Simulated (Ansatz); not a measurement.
Harmonic frequencies (cm⁻¹) at PBE0-D4/def2-TZVP from Ansatz: 13, 46, 75, 97, 102, 106, 212, 288, 307, 340, 580, 654, 799, 914, 1182, 1186, 1192, 1193, 1242, 1256, 1486, 1490, 1492, 1495, 1500, 1506, 3002, 3007, 3063, 3067, 3077, 3077, 3964.

Each molecule was computed in one conformer, which needn't be the lowest.

Task: Which molecule is it?
A. `[CH3][AlH][GeH3]`
B. `C=[CH][Al]([CH3])[CH3]`
C. `C[O][Al]([OH])[O]C`
D. `[F][Al]([O][SiH3])[O][SiH3]`

Result: C.
